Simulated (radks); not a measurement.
K I, configuration [Ar] 4s1.

Method: scalar-relativistic Kohn-Sham, r2SCAN, spin-polarised, spherical densities, finite nucleus; open shells are filled with parallel spins first; meta-GGA in the generalised Kohn-Sham scheme; Fermi nuclear charge, rms radius 3.4349 fm; computed with a radial shooting solver on a logarithmic mesh with Libxc functionals.

Energy parts (hartree):
total: -602.27879
kinetic: 605.91728
electron-nucleus: -1433.10423
Hartree: 258.46285
exchange-correlation: -33.55469

Orbitals (lengths in bohr, moments of r in powers of bohr):
orbital  occ.  eigenvalue (hartree)     <r^2>
1s up       1             -130.0538  0.008842
1s down     1             -130.0532  0.008842
2s up       1             -13.21112    0.1769
2s down     1             -13.21062    0.1769
2p up       3             -10.43366    0.1519
2p down     3             -10.43307    0.1519
3s up       1              -1.35082     1.869
3s down     1              -1.34922     1.874
3p up       3              -0.71455     2.450
3p down     3              -0.71269     2.429
4s up       1              -0.09535     28.18

The highest occupied level is 4s up at -2.595 eV. The density falls to 0.001 e/bohr^3 at r = 4.46 bohr. The spin density at the nucleus is 1.197 e/bohr^3 (1s 0.024, 2s 0.011, 3s 0.066, 4s 1.096). Spin moment in Bohr magnetons: 1. Summed over all electrons, <r^2> = 47.84 bohr^2, which gives a Langevin (diamagnetic) susceptibility term of -37.9 x 10^-6 cm^3/mol. For comparison, the ionisation energy in NIST's Atomic Spectra Database is 4.341 eV (measured). In exact Kohn-Sham theory the highest level is minus the ionisation energy, but local and semilocal functionals leave it too shallow, through self-interaction and a potential that decays too fast; potentials with the right tail come closer.
